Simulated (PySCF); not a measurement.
**How methods differ on the ionisation energy of Te⁺**

Te⁺ [Kr] 4d10 5s2 5p3 (4S) → Te²⁺ [Kr] 4d10 5s2 5p2 (3P), as a difference of total energies. All numbers are calculated (PySCF 2.14, scalar relativity through the core potential, in aug-cc-pwCVDZ-PP with ECP28MDF (6s5p4d1f, 48 functions)). Correlated levels: valence: 4s2 4p6 4d10 frozen; valence and next inner shell: nothing frozen outside the core potential. The calculations carry no spin-orbit coupling.

| method | ionisation energy (eV) |
| --- | --- |
| UHF | 18.347 |
| LDA | 18.927 |
| PBE | 18.748 |
| PBE0 | 18.848 |
| r2SCAN | 18.998 |
| BP86 | 18.847 |
| wB97M-V | 18.682 |
| M06 | 18.431 |
| M06-L | 18.405 |
| MP2 (valence) | 18.672 |
| SCS-MP2 (valence) | 18.560 |
| MP2 (valence and next inner shell) | 18.820 |
| SCS-MP2 (valence and next inner shell) | 18.661 |

Question: How much does correlation contribute at MP2 (valence and next inner shell)?

Answer: 18.820 − (18.347) = 0.473 eV, measured against UHF.

The reference lies between the lowest fine-structure levels, while these numbers refer to the centres of the terms.

Errors of the correlated levels include the incompleteness of this basis and the frozen core.

For comparison: 18.6 ± 0.4 eV (measured; NIST Atomic Spectra Database, ionization energies).
